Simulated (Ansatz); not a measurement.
Ansatz (an electronic-structure program) input (B3LYP-D3(BJ)/def2-TZVP):

Ansatz 0.2 input:
```yaml
crystal:
  periodic: [false, false, false]
  atoms:
    - {symbol: Sc, position_ang: [-0.00000000, -0.00000000, -0.00000000]}
    - {symbol: F, position_ang: [-1.64065751, -0.99238502, 0.05453133]}
    - {symbol: F, position_ang: [0.02527590, 1.77173437, -0.73476338]}
    - {symbol: F, position_ang: [1.61538161, -0.77934935, 0.68023204]}
basis:
  gaussian:
    orbitals: def2-TZVP
hamiltonian:
  xc: b3lyp
  dispersion: d3bj
total_charge: -1
magnetization: {spin_polarized: true, initial_magnetization: 1}
phonons: {temperatures: {t_min: 298.15, t_max: 298.15, t_step: 100}}
```

Output:

```
Functional definition: B3LYP
integrals: 0.06 GiB planned
1021 factors; their error is unknown
mean field: 0.68 GiB planned
mean field evaluation 1: about -28862.6025 eV, gradient 6.3e0 eV
mean field evaluation 2: about -28862.5187 eV, gradient 1.1e1 eV
mean field evaluation 4: about -28862.8277 eV, gradient 1.2e0 eV
mean field evaluation 8: about -28862.9285 eV, gradient 9.9e-2 eV
mean field evaluation 16: about -28862.9285 eV, gradient 4.7e-5 eV
mean field -28862.92853754 eV, -1060.6930597590 hartree, gradient 4.7e-5 eV, S^2 0.750649; 0 other end points of the search recorded, 0 dependent functions left out
the calculation of the forces begins
reference -28862.92878887 eV, -1060.6930689950 hartree; 25, 24 occupied and 113, 114 virtual orbitals, 1021 factors
these checks for a lower state are left out or cut short: stability, starts, cluster_reference, orbital_swaps, neighbouring_geometries, increment
integrals: 0.06 GiB planned
1021 factors; their error is unknown
mean field: 0.68 GiB planned
mean field -28862.92848268 eV, -1060.6930577428 hartree, gradient 1.2e-6 eV, S^2 0.750649; 0 other end points of the search recorded, 0 dependent functions left out
the calculation of the forces begins
reference -28862.92873401 eV, -1060.6930669790 hartree; 25, 24 occupied and 113, 114 virtual orbitals, 1021 factors
these checks for a lower state are left out or cut short: stability, starts, cluster_reference, orbital_swaps, neighbouring_geometries, increment
integrals: 0.06 GiB planned
1021 factors; their error is unknown
mean field: 0.68 GiB planned
mean field -28862.92848296 eV, -1060.6930577532 hartree, gradient 3.0e-6 eV, S^2 0.750649; 0 other end points of the search recorded, 0 dependent functions left out
the calculation of the forces begins
reference -28862.92873428 eV, -1060.6930669890 hartree; 25, 24 occupied and 113, 114 virtual orbitals, 1021 factors
these checks for a lower state are left out or cut short: stability, starts, cluster_reference, orbital_swaps, neighbouring_geometries, increment
integrals: 0.06 GiB planned
1021 factors; their error is unknown
mean field: 0.68 GiB planned
mean field evaluation 32: about -28862.9285 eV, gradient 4.5e-5 eV
mean field -28862.92850913 eV, -1060.6930587150 hartree, gradient 1.2e-6 eV, S^2 0.750649; 0 other end points of the search recorded, 0 dependent functions left out
the calculation of the forces begins
reference -28862.92876040 eV, -1060.6930679488 hartree; 25, 24 occupied and 113, 114 virtual orbitals, 1021 factors
these checks for a lower state are left out or cut short: stability, starts, cluster_reference, orbital_swaps, neighbouring_geometries, increment
integrals: 0.06 GiB planned
1021 factors; their error is unknown
mean field: 0.68 GiB planned
mean field -28862.92853105 eV, -1060.6930595205 hartree, gradient 2.9e-6 eV, S^2 0.750650; 0 other end points of the search recorded, 0 dependent functions left out
the calculation of the forces begins
reference -28862.92878243 eV, -1060.6930687586 hartree; 25, 24 occupied and 113, 114 virtual orbitals, 1021 factors
these checks for a lower state are left out or cut short: stability, starts, cluster_reference, orbital_swaps, neighbouring_geometries, increment
integrals: 0.06 GiB planned
1021 factors; their error is unknown
mean field: 0.68 GiB planned
mean field -28862.92850706 eV, -1060.6930586387 hartree, gradient 1.7e-6 eV, S^2 0.750650; 0 other end points of the search recorded, 0 dependent functions left out
the calculation of the forces begins
reference -28862.92875848 eV, -1060.6930678782 hartree; 25, 24 occupied and 113, 114 virtual orbitals, 1021 factors
these checks for a lower state are left out or cut short: stability, starts, cluster_reference, orbital_swaps, neighbouring_geometries, increment
integrals: 0.06 GiB planned
1021 factors; their error is unknown
mean field: 0.68 GiB planned
mean field -28862.92846848 eV, -1060.6930572209 hartree, gradient 2.6e-6 eV, S^2 0.750649; 0 other end points of the search recorded, 0 dependent functions left out
the calculation of the forces begins
reference -28862.92871970 eV, -1060.6930664534 hartree; 25, 24 occupied and 113, 114 virtual orbitals, 1021 factors
these checks for a lower state are left out or cut short: stability, starts, cluster_reference, orbital_swaps, neighbouring_geometries, increment
integrals: 0.06 GiB planned
1021 factors; their error is unknown
mean field: 0.68 GiB planned
mean field -28862.92853643 eV, -1060.6930597183 hartree, gradient 2.2e-6 eV, S^2 0.750650; 0 other end points of the search recorded, 0 dependent functions left out
the calculation of the forces begins
reference -28862.92878776 eV, -1060.6930689542 hartree; 25, 24 occupied and 113, 114 virtual orbitals, 1021 factors
these checks for a lower state are left out or cut short: stability, starts, cluster_reference, orbital_swaps, neighbouring_geometries, increment
integrals: 0.06 GiB planned
1021 factors; their error is unknown
mean field: 0.68 GiB planned
mean field evaluation 64: about -28862.9285 eV, gradient 4.1e-5 eV
mean field -28862.92853608 eV, -1060.6930597052 hartree, gradient 2.2e-6 eV, S^2 0.750649; 0 other end points of the search recorded, 0 dependent functions left out
the calculation of the forces begins
reference -28862.92878740 eV, -1060.6930689412 hartree; 25, 24 occupied and 113, 114 virtual orbitals, 1021 factors
Total energy: -28863.00544265 eV, -1060.6958859697 hartree
Atom 0 at    -0.000000    -0.000000    -0.000000 Å, force    -0.000041    -0.000025     0.000001 eV/Å
Atom 1 at    -1.640658    -0.992385     0.054531 Å, force    -0.000191    -0.000116     0.000006 eV/Å
Atom 2 at     0.025276     1.771734    -0.734763 Å, force     0.000002     0.000253    -0.000105 eV/Å
Atom 3 at     1.615382    -0.779349     0.680232 Å, force     0.000230    -0.000112     0.000097 eV/Å
Dipole moment:     0.000001     0.000001    -0.000000 e Å
Vibrations: 66.66 147.94 147.96 500.78 607.56 607.57 cm⁻¹, zero-point energy 0.128849 eV
```

The spin state was set by rule; other spins were not relaxed.
